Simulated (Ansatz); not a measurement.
A search over several starts for the lowest SCF solution of the cluster Cu3Cl6⁺ at the given spin, in a small basis.

```yaml
crystal:
  periodic: [false, false, false]
  atoms:
    - {symbol: Cu, position_ang: [0.178063, 0.293690, 1.824111]}
    - {symbol: Cu, position_ang: [-0.250023, -0.040688, -2.431422]}
    - {symbol: Cu, position_ang: [-2.309711, 1.362254, -0.122033]}
    - {symbol: Cl, position_ang: [1.347660, -1.154637, -3.207108]}
    - {symbol: Cl, position_ang: [2.055118, -0.549903, 2.755051]}
    - {symbol: Cl, position_ang: [-1.722796, 1.382134, 1.962151]}
    - {symbol: Cl, position_ang: [2.244477, -2.410238, 1.856267]}
    - {symbol: Cl, position_ang: [-2.182892, 1.031282, -2.255012]}
    - {symbol: Cl, position_ang: [0.640115, 0.086106, -0.382005]}
basis:
  gaussian: {orbitals: def2-SVP, initial_orbitals: start.molden}
total_charge: 1
hamiltonian: {xc: pbe0, dispersion: d4}
output: {orbitals: {seedname: orbitals}}
```

The file start.molden holds the orbitals of an earlier run on this structure, at another level or in another basis.

```sh
$ ansatz run in.yaml --threads 4 --pin off --events-out ev --progress --plain --max-ram 4787MiB
```

Shortened log:

```
Functional definition: PBE0
2010 factors; integrals over basis functions are off by at most 9.8e-4 eV
mean field evaluation 1: about -208919.5733 eV, gradient 1.3e2 eV
mean field evaluation 2: about -208942.2090 eV, gradient 3.3e1 eV
mean field evaluation 4: about -208963.0438 eV, gradient 3.7e1 eV
mean field evaluation 8: about -208967.6961 eV, gradient 2.9e-1 eV
mean field evaluation 16: about -205721.3742 eV, gradient 7.6e2 eV
mean field evaluation 32: about -208965.8092 eV, gradient 2.8e1 eV
mean field -208968.06418008 eV, -7679.4347149769 hartree, gradient 3.3e-5 eV, S^2 0.000000; 5 other end points of the search recorded, 0 dependent functions left out
reference -208968.06425057 eV, -7679.4347175670 hartree; 94, 94 occupied and 107, 107 virtual orbitals, 2010 factors
Total energy: -208968.54817306 eV, -7679.4525013905 hartree
```

It took 25 s on 4 threads of Intel Xeon on a shared host, peak host memory 0.84 GiB.

The restricted singlet is unstable towards broken spin symmetry at other levels; at PBE0-D4/def2-SVP this wasn't settled. In the singlet, Cl5 and Cl7 lie 2.07 Å apart (atoms count from 1), so these atoms are partly bonded to each other. Another isomer (singlet) lies 0.41 eV lower at PBE0-D4/def2-TZVP; other spin states weren't run for this one.
